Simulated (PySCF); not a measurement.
C3H10Ge2O.
Bonds: Ge1–O2, O2–C3, C3–C4, C4–Ge5, Ge5–C6, C3–C6. Hydrogens: H7, H8, H9 on Ge1; H10 on C3; H11, H12 on C4; H13, H14 on Ge5; H15, H16 on C6.

The calculation used core-valence-separated Tamm–Dancoff BHandHLYP/aug-pcX-1 (pcseg-1 on H, def2-SVPD on Ge) in PySCF, non-relativistic, gas phase, PBE0-D3(BJ)/def2-SVP geometry. Absolute energies from this functional tend to lie a few eV below measured edges; no shift was applied.

Q: List the oxygen K-edge absorption lines.

A: 
| E (eV) | f | core hole on | main final orbital |
| --- | --- | --- | --- |
| 531.56 | 0.0239 | O2 | LUMO+2 (47 %) |
| 533.38 | 0.0063 | O2 | LUMO+1 (62 %) |
| 533.70 | 0.0057 | O2 | LUMO (66 %) |
| 533.81 | 0.0178 | O2 | spread |
| 534.14 | 0.0071 | O2 | spread |
| 534.30 | 0.0019 | O2 | LUMO+4 (44 %) |
| 534.50 | 0.0004 | O2 | LUMO+6 (37 %) |

The first line with a tenth or more of the strongest one's intensity is at 531.56 eV (f = 0.024), with the hole on O2 (oxygen bonded to C and Ge). It is also the strongest listed.

Q: List the carbon K-edge absorption lines.

A: 
```tsv
E (eV)	f	core hole on	main final orbital
284.73	0.0283	C4	LUMO (34 %)
284.76	0.0318	C6	LUMO (40 %)
285.51	0.0210	C6	LUMO+1 (32 %)
285.57	0.0173	C4	LUMO+1 (44 %)
285.84	0.0237	C6	LUMO+4 (33 %)
285.90	0.0204	C4	spread
286.05	0.0128	C4/C6	spread (2 roots, f summed)
286.62	0.0038	C4	spread
286.67	0.0034	C6	LUMO+5 (30 %)
286.87	0.0009	C6	LUMO+3 (47 %)
286.93	0.0066	C4	LUMO+7 (35 %)
286.95	0.0299	C3	LUMO+1 (49 %)
287.06	0.0014	C4	LUMO (33 %)
287.15	0.0033	C6	LUMO+6 (43 %)
```

The first line with a tenth or more of the strongest one's intensity is at 284.73 eV (f = 0.028), with the hole on C4 (sp3 carbon bound to germanium). The strongest listed is at 284.76 eV (f = 0.032; C6).

Roots within 0.03 eV whose holes lie on the same, on equivalent or on shared atoms are summed into one line, and the highest roots are left out, as the search may have cut off their partners. Final orbitals are the ground state's empty Kohn–Sham orbitals.

Q: What are the wavelength and the wavenumber of the 533.70 eV line?

A: λ = 12398.42 eV Å/533.70 eV = 23.231 Å; 4.3046 × 10⁶ cm⁻¹.

Only the lowest roots of each edge were sought. The BHandHLYP/aug-pcX-1 (pcseg-1 on H, def2-SVPD on Ge) calculation is non-relativistic and has no spin–orbit coupling, an omission that weighs most on germanium.

Shape of the structure used: `[GeH3:1][O:2][CH:3]1[CH2:4][GeH2:5][CH2:6]1`: Ge1–O2–C3–C4 173°.

One conformer stands for the species.
